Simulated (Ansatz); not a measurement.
Pulling on the Se1–H2 bond in H2OSe (SMILES O[SeH]) (multiplicity 1 held, fragments rigid). Energies count from the point at 1.482 Å.
Geometry at that point (charge 0, multiplicity 1):
```xyz
4

Se    -0.24233    -0.06338     0.28132
H     -1.32816    -0.38741    -0.67321
O      1.06518     0.17874    -0.96080
H      1.04608     1.11225    -1.20510
```

Restricted levels (R-, RO-) in cc, def2 and unpolarised 6-31G sets keep to the state of the molecule at rest. Unrestricted levels (U-) break spin symmetry where that is lower. Active spaces are followed from a long bond inwards. Curves can end on different states.

Frozen-core correlation. Filled d and f shells under p-block atoms count as core.

Codes used: Ansatz (a first-principles code) with Gaussian orbitals. Each number belongs to the level named beside it.

Energies in kcal/mol.

```json
[
 {"R (Å)": "1.185", "R-HF/cc-pVDZ": "33.8", "U-MP2/cc-pVDZ": "35.3", "U-CCSD/cc-pVDZ": "35.9", "R-CCSDT/cc-pVDZ": "36.2", "FIC-NEVPT4(SD) on CASSCF(4,3)/cc-pVDZ": "36.5", "FIC-MRCISD+Q on CASSCF(4,3)/cc-pVDZ": "36.2"},
 {"R (Å)": "1.333", "R-HF/cc-pVDZ": "5.6", "U-MP2/cc-pVDZ": "6.4", "U-CCSD/cc-pVDZ": "6.8", "R-CCSDT/cc-pVDZ": "7.0", "FIC-NEVPT4(SD) on CASSCF(4,3)/cc-pVDZ": "7.1", "FIC-MRCISD+Q on CASSCF(4,3)/cc-pVDZ": "6.9"},
 {"R (Å)": "1.482", "R-HF/cc-pVDZ": "0.0", "U-MP2/cc-pVDZ": "0.0", "U-CCSD/cc-pVDZ": "0.0", "R-CCSDT/cc-pVDZ": "0.0", "FIC-NEVPT4(SD) on CASSCF(4,3)/cc-pVDZ": "0.0", "FIC-MRCISD+Q on CASSCF(4,3)/cc-pVDZ": "0.0"},
 {"R (Å)": "1.630", "R-HF/cc-pVDZ": "5.9", "U-MP2/cc-pVDZ": "4.8", "U-CCSD/cc-pVDZ": "4.3", "R-CCSDT/cc-pVDZ": "4.0", "FIC-NEVPT4(SD) on CASSCF(4,3)/cc-pVDZ": "4.0", "FIC-MRCISD+Q on CASSCF(4,3)/cc-pVDZ": "4.1"},
 {"R (Å)": "1.778", "R-HF/cc-pVDZ": "17.4", "U-MP2/cc-pVDZ": "14.9", "U-CCSD/cc-pVDZ": "13.6", "R-CCSDT/cc-pVDZ": "12.9", "FIC-NEVPT4(SD) on CASSCF(4,3)/cc-pVDZ": "12.8", "FIC-MRCISD+Q on CASSCF(4,3)/cc-pVDZ": "13.0"},
 {"R (Å)": "2.000", "R-HF/cc-pVDZ": "38.0", "U-MP2/cc-pVDZ": "___", "U-CCSD/cc-pVDZ": "30.6", "R-CCSDT/cc-pVDZ": "28.5", "FIC-NEVPT4(SD) on CASSCF(4,3)/cc-pVDZ": "28.4", "FIC-MRCISD+Q on CASSCF(4,3)/cc-pVDZ": "28.6"},
 {"R (Å)": "2.222", "R-HF/cc-pVDZ": "58.8", "U-MP2/cc-pVDZ": "___", "U-CCSD/cc-pVDZ": "46.7", "R-CCSDT/cc-pVDZ": "42.5", "FIC-NEVPT4(SD) on CASSCF(4,3)/cc-pVDZ": "42.3", "FIC-MRCISD+Q on CASSCF(4,3)/cc-pVDZ": "42.6"},
 {"R (Å)": "2.593", "R-HF/cc-pVDZ": "89.1", "U-MP2/cc-pVDZ": "64.6", "U-CCSD/cc-pVDZ": "63.5", "R-CCSDT/cc-pVDZ": "58.3", "FIC-NEVPT4(SD) on CASSCF(4,3)/cc-pVDZ": "57.9", "FIC-MRCISD+Q on CASSCF(4,3)/cc-pVDZ": "58.2"},
 {"R (Å)": "2.963", "R-HF/cc-pVDZ": "113.3", "U-MP2/cc-pVDZ": "___", "U-CCSD/cc-pVDZ": "68.6", "R-CCSDT/cc-pVDZ": "66.1", "FIC-NEVPT4(SD) on CASSCF(4,3)/cc-pVDZ": "65.6", "FIC-MRCISD+Q on CASSCF(4,3)/cc-pVDZ": "65.8"},
 {"R (Å)": "3.408", "R-HF/cc-pVDZ": "135.2", "U-MP2/cc-pVDZ": "67.9", "U-CCSD/cc-pVDZ": "69.9", "R-CCSDT/cc-pVDZ": "69.7", "FIC-NEVPT4(SD) on CASSCF(4,3)/cc-pVDZ": "69.0", "FIC-MRCISD+Q on CASSCF(4,3)/cc-pVDZ": "69.2"},
 {"R (Å)": "4.000", "R-HF/cc-pVDZ": "155.2", "U-MP2/cc-pVDZ": "68.2", "U-CCSD/cc-pVDZ": "70.2", "R-CCSDT/cc-pVDZ": "71.1", "FIC-NEVPT4(SD) on CASSCF(4,3)/cc-pVDZ": "70.3", "FIC-MRCISD+Q on CASSCF(4,3)/cc-pVDZ": "70.4"},
 {"R (Å)": "4.741", "R-HF/cc-pVDZ": "170.1", "U-MP2/cc-pVDZ": "68.2", "U-CCSD/cc-pVDZ": "70.3", "R-CCSDT/cc-pVDZ": "71.4", "FIC-NEVPT4(SD) on CASSCF(4,3)/cc-pVDZ": "70.6", "FIC-MRCISD+Q on CASSCF(4,3)/cc-pVDZ": "70.7"}
]
```

**Question.** Some entries are withheld; supply them.

**Answer.** 
- 2.963, U-MP2/cc-pVDZ: 67.0
- 2.222, U-MP2/cc-pVDZ: 55.3
- 2.000, U-MP2/cc-pVDZ: 39.1

Doubts at one or more of the structures used: a restricted determinant that unrestricted orbitals would lower (R-HF/cc-pVDZ, R-CCSDT/cc-pVDZ); a spin-contaminated determinant (U-MP2/cc-pVDZ, U-CCSD/cc-pVDZ); T1 above 0.05 (U-CCSD/cc-pVDZ); other coupled-cluster roots lie near (R-CCSDT/cc-pVDZ); active orbitals that take no part (FIC-NEVPT4(SD) on CASSCF(4,3)/cc-pVDZ, FIC-MRCISD+Q on CASSCF(4,3)/cc-pVDZ).
